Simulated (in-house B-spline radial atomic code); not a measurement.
Radial electron density of the praseodymium ion Pr⁴⁺, [Xe] 4f1. Level of theory: scalar-relativistic (X2C) CAM-B3LYP, spin-polarised, spherical fractional occupations, Fermi nucleus of rms radius 4.8919 fm; calculated with an all-electron radial atomic-structure program (B-spline basis).

Caution: exact exchange at fractional occupations of open shells leaves self-interaction of up to several eV.

One-electron X2C: radii and densities carry no picture-change correction, so inner-shell <1/r> comes out high (for 1s by about 2 % at Z = 33, 5 % at 54, 10 % at 75, 30 % at 118) and <r> low.

Columns: r (bohr), 4πr²n(r) (electrons per bohr), bar.

```
 0.00063    2.229 #
0.000775    3.062 #
0.000953    4.189 ##
 0.00117    5.694 ##
 0.00144    7.728 ###
 0.00177     10.4 ####
 0.00218    13.93 ######
 0.00268    18.41 ########
  0.0033    24.09 ##########
 0.00406    31.01 #############
 0.00499    39.11 #################
 0.00613    48.16 #####################
 0.00754    57.71 #########################
 0.00928    66.81 #############################
  0.0114    74.09 ################################
   0.014    78.33 ##################################
  0.0173     78.6 ##################################
  0.0212    75.24 ################################
  0.0261    70.33 ##############################
  0.0321    67.83 #############################
  0.0395    71.65 ###############################
  0.0485     82.5 ###################################
  0.0597    95.82 #########################################
  0.0734    102.4 ############################################
  0.0902    96.48 #########################################
   0.111    82.67 ####################################
   0.136    75.11 ################################
   0.168    81.18 ###################################
   0.206    88.77 ######################################
   0.254    78.88 ##################################
   0.312    53.16 #######################
   0.384    34.21 ###############
   0.472    34.16 ###############
    0.58    38.23 ################
   0.714    31.53 ##############
   0.878    19.27 ########
    1.08    11.77 #####
    1.33    9.174 ####
    1.63    6.856 ###
    2.01    3.637 ##
    2.47     1.27 #
    3.04     0.27 
    3.73  0.03333 
    4.59 0.001948 
    5.65 4.852e-05
```

On this grid the curve has 4 maxima, near 0.0173, 0.0734, 0.206, 0.58 bohr.

The 5p up radial function P(r) = rR(r), positive near the nucleus:

```csv
r (bohr),P
0.000953,0.0009436
0.00144,0.001819
0.00218,0.003569
0.0033,0.007062
0.00499,0.01394
0.00754,0.02714
0.0114,0.05141
0.0173,0.0929
0.0261,0.1522
0.0395,0.2137
0.0597,0.2212
0.0902,0.08845
0.136,-0.1827
0.206,-0.3267
0.312,0.01015
0.472,0.4776
0.714,0.1744
1.08,-0.6737
1.63,-0.8967
2.47,-0.4206
3.73,-0.07053
5.65,-0.002674
```
